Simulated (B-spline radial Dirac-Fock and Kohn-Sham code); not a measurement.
**Magnetic form factor of the 4f shell of Dy³⁺**

System: the Dy³⁺ ion, [Xe] 4f8 6s1 (an excited configuration).

Calculated with a B-spline atomic structure program, using relativistic Hartree-Fock (Dirac-Fock) wave functions, averaged over the configuration. ⟨j_K⟩ is the integral of the 4f radial density with the spherical Bessel function j_K(4πsr), s = sin θ/λ.

```
s (Å⁻¹)     ⟨j0⟩    ⟨j2⟩    ⟨j4⟩    ⟨j6⟩
      0   1.0000  0.0000  0.0000  0.0000
   0.05   0.9873  0.0051  0.0000  0.0000
    0.1   0.9504  0.0196  0.0002  0.0000
   0.15   0.8929  0.0414  0.0010  0.0000
    0.2   0.8200  0.0679  0.0029  0.0001
   0.25   0.7373  0.0961  0.0062  0.0003
    0.3   0.6502  0.1233  0.0112  0.0009
   0.35   0.5633  0.1476  0.0177  0.0018
    0.4   0.4800  0.1677  0.0254  0.0032
   0.45   0.4026  0.1830  0.0341  0.0051
    0.5   0.3325  0.1935  0.0431  0.0077
    0.6   0.2163  0.2011  0.0606  0.0142
    0.7   0.1304  0.1949  0.0756  0.0219
    0.8   0.0703  0.1797  0.0867  0.0301
    0.9   0.0302  0.1597  0.0936  0.0379
      1   0.0048  0.1380  0.0965  0.0446
    1.1  -0.0102  0.1166  0.0962  0.0501
    1.2  -0.0182  0.0967  0.0933  0.0542
    1.4  -0.0220  0.0636  0.0827  0.0583
    1.6  -0.0188  0.0398  0.0693  0.0578
```

Radial moments of the shell: ⟨r²⟩ = 0.6969, ⟨r⁴⟩ = 1.104, ⟨r⁶⟩ = 3.438 in powers of bohr.
